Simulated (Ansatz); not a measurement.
Consider the formal exchange of groups at a Ge–N bond: `C[NH][Ge]([O]C)([O]C)[O]C` + trichlorosilane → `C[O][Ge]([O]C)([O]C)[Si](Cl)(Cl)Cl` + CH₃NH₂.

Calculated with Ansatz (gas phase, PBE0-D4/def2-TZVP geometries, no zero-point term in ΔE). CBS: MP2 limit from def2 TZ/QZ plus the TZ coupled-cluster correction, frozen cores. This one scheme is used for every species. DFT in def2-TZVPP. For Ge outer-core shells are correlated without core-valence functions, which leaves a few kJ/mol of doubt a bond. Scalar relativity is left out up to krypton. Each species was taken in one conformer, which may not be the lowest.

`C[NH][Ge]([O]C)([O]C)[O]C`:

Z-matrix (Å, degrees):
```
C
N 1 1.450
H 1 1.090 2 109.3
H 1 1.094 2 110.4 3 -118.0
H 1 1.097 2 113.6 3 120.4
Ge 2 1.802 1 123.3 3 -31.6
H 2 1.008 1 114.1 3 179.4
O 6 1.764 2 117.3 1 -94.4
O 6 1.756 2 112.0 1 149.7
O 6 1.766 2 103.9 1 27.7
C 8 1.409 6 118.1 2 52.4
C 9 1.412 6 118.6 2 -56.4
C 10 1.412 6 118.8 2 -179.2
H 11 1.092 8 107.8 6 -177.9
H 11 1.097 8 112.1 6 -58.9
H 11 1.097 8 112.2 6 63.0
H 12 1.096 9 111.7 6 -70.6
H 12 1.096 9 112.1 6 51.2
H 12 1.092 9 107.7 6 170.5
H 13 1.096 10 111.8 6 -65.4
H 13 1.092 10 107.8 6 175.5
H 13 1.096 10 112.0 6 56.2
```

`Cl[SiH](Cl)Cl`:

Cartesian coordinates in Å:
```
Cl -0.375 -1.892 0.510
Si -0.099 0.052 -0.004
Cl 1.091 0.954 1.372
Cl 0.781 0.152 -1.830
H -1.398 0.735 -0.049
```

`C[O][Ge]([O]C)([O]C)[Si](Cl)(Cl)Cl`:

Cartesian coordinates in Å:
```
C 2.682 -0.212 -0.508
O 1.575 0.637 -0.748
Ge 0.029 0.333 0.033
O -0.236 -1.406 -0.164
C -1.344 -2.028 0.453
O -1.184 1.280 -0.816
C -1.285 1.190 -2.226
Si -0.070 1.017 2.321
Cl -1.979 0.960 3.026
Cl 1.071 -0.271 3.422
Cl 0.669 2.899 2.537
H 3.468 0.070 -1.210
H 2.429 -1.265 -0.664
H 3.071 -0.091 0.510
H -2.291 -1.550 0.178
H -1.258 -2.026 1.546
H -1.371 -3.066 0.117
H -1.490 0.165 -2.553
H -0.371 1.537 -2.716
H -2.115 1.827 -2.536
```

CH₃NH₂:

```xyz
7

C    -0.070    0.532    0.187
N    -0.150   -0.758   -0.476
H     0.746    0.637    0.917
H    -1.010    0.730    0.708
H     0.050    1.317   -0.562
H    -0.273   -1.500    0.201
H     0.708   -0.957   -0.974
```

```csv
level,ΔE (kJ/mol),difference from CCSD(T)/CBS
PBE-D4,-11.4,-25.1
r2SCAN,7.4,-6.3
PBE0,5.2,-8.5
CCSD/def2-TZVPP,20.7,7.0
CCSD(T)/def2-TZVPP,16.9,3.2
HF/def2-QZVPP,35.5,21.8
MP2/def2-QZVPP,16.9,3.2
SCS-MP2/def2-QZVPP,20.6,6.9
MP2/CBS(def2),15.1,1.4
CCSD/CBS(def2),17.5,3.8
CCSD(T)/CBS,13.7,0
```

Largest T1 diagnostic among the species: 0.012.

From PBE to PBE0 (25 % exact exchange), in def2-TZVPP and without D4, ΔE moves by +10.1 kJ/mol. The D4 term adds −10.5 kJ/mol with B3LYP and −6.8 kJ/mol with PBE0; it sums over pairs of atoms, weighted by their polarisabilities, and B3LYP, whose exchange is more repulsive, gets the larger term. In def2-TZVPP, CCSD(T) changes the Hartree–Fock value by −17.3 kJ/mol (the triples alone add −3.8 kJ/mol) and MP2 by −15.9 kJ/mol.

B3LYP here is the variant with VWN-RPA as its local correlation; programs differ in this.
